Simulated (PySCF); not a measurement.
## Polarisability and C₆ of Ni²⁺ (nickel, charge +2)

[Ar] 3d8, high-spin 3F determinant. Calculation: PySCF 2.14, in aug-cc-pwCVTZ (10s9p7d4f3g, 127 functions); the non-relativistic Hamiltonian (point nucleus). Coupled (time-dependent) response in atomic units; α is the mean over directions.

| method | mean α (bohr³) | C₆ (like pair) | S(−4) |
| --- | --- | --- | --- |
| TPSSh | 3.142 | 8.813 | 5.197 |

S(−4) is the Cauchy moment in α(ω) = α(0) + S(−4) ω² + …

α(iu) at TPSSh:

```
u (hartree)  α(iu) (bohr³)
          0          3.142
     0.0500          3.129
      0.100          3.092
      0.200          2.957
      0.300          2.775
      0.500          2.390
      0.750          1.994
       1.00          1.695
       1.50          1.275
       2.00         0.9931
       3.00         0.6510
       5.00         0.3438
```

A single London oscillator, α(iu) = α/(1 + u²/ω²), gives C₆ = (3/4) ω α². Matching the computed C₆ needs ω = 4 × 8.813 / (3 × 3.142²) = 1.19 hartree.

For an ion, C₆ is the dispersion term alone; charge-induced terms of lower order in 1/R come first.
